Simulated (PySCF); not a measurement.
Molecule: SMILES CC#[N+][AlH2-][F], C$_{2}$H$_{5}$AlFN.

Numbering as in the mapped SMILES `[CH3:1][C:2]#[N+:3][AlH2-:4][F:5]`; H(Xn) means a hydrogen on atom n.

Geometry PBE0-D3(BJ)/def2-SVP throughout; GIAO in PySCF 2.14.0 with density-fitted response routines, gas phase, one conformer, non-relativistic; equivalent atoms averaged; functional PBE0.

Task: How do the absolute shieldings σ depend on the basis set? (ppm; last column core-seconds on 1 thread of an Arm Neoverse V1, shared host)

Result: 
| basis set | functions | C2 | C1 | N3 | Al4 | F5 | H(C1) | H(Al4) | core-s |
| --- | --- | --- | --- | --- | --- | --- | --- | --- | --- |
| STO-3G | 34 | 141.1 | 220.4 | 127.1 | 458.9 | 479.0 | 30.37 | 31.45 | 2.7 |
| 6-31G | 59 | 86.2 | 196.8 | 52.5 | 495.4 | 381.9 | 30.24 | 27.68 | 4.5 |
| pcSseg-0 | 59 | 62.5 | 189.0 | 27.6 | 437.6 | 388.4 | 30.36 | 27.81 | 4.1 |
| 6-31G* | 84 | 84.1 | 193.1 | 50.4 | 496.7 | 362.0 | 29.93 | 27.36 | 6 |
| cc-pVDZ | 99 | 80.8 | 195.7 | 46.7 | 505.2 | 372.0 | 29.21 | 27.23 | 7.2 |
| def2-SVP | 99 | 79.5 | 195.1 | 45.2 | 490.5 | 372.0 | 29.32 | 27.37 | 6.6 |
| pcSseg-1 | 117 | 59.8 | 183.1 | 22.9 | 454.3 | 375.0 | 28.97 | 27.30 | 7.6 |
| aug-cc-pVDZ | 164 | 76.7 | 193.9 | 47.5 | 500.3 | 392.9 | 29.19 | 27.06 | 13 |
| 6-311+G(2d,p) | 173 | 64.2 | 186.7 | 28.0 | 455.9 | 383.7 | 29.39 | 27.22 | 14 |
| def2-TZVP | 191 | 63.0 | 186.0 | 26.5 | 456.1 | 370.4 | 29.36 | 27.23 | 16 |
| cc-pVTZ | 224 | 65.3 | 187.0 | 29.5 | 453.0 | 370.4 | 29.12 | 27.26 | 21 |
| IGLO-III | 234 | 58.7 | 183.6 | 19.8 | 456.2 | 379.8 | 29.18 | 27.22 | 20 |
| pcSseg-2 | 257 | 57.6 | 183.6 | 18.2 | 452.8 | 380.0 | 29.06 | 27.22 | 23 |

Task: Which nucleus moves most, in ppm?

Result: F5 (fluorine bonded to Al): from 362.0 ppm with 6-31G* to 479.0 ppm with STO-3G. The smallest spread is 1.40 ppm, at H(C1). Proton shifts span only some 12 ppm, so a few tenths of a ppm matter as much there as several ppm in carbon.

Task: Taking the largest basis, pcSseg-2 (257 functions), as the yardstick, rank the others by their worst heavy-atom deviation.

Result: IGLO-III 3.4 ppm (234 functions), pcSseg-1 5.1 ppm (117 functions), def2-TZVP 9.7 ppm (191 functions), 6-311+G(2d,p) 9.7 ppm (173 functions), cc-pVTZ 11.3 ppm (224 functions), pcSseg-0 15.1 ppm (59 functions), def2-SVP 37.7 ppm (99 functions), 6-31G 42.6 ppm (59 functions), 6-31G* 43.9 ppm (84 functions), aug-cc-pVDZ 47.5 ppm (164 functions), cc-pVDZ 52.4 ppm (99 functions), STO-3G 108.9 ppm (34 functions).

A small basis that lands close on one nucleus may do so by chance; judge by the trend and by all nuclei.
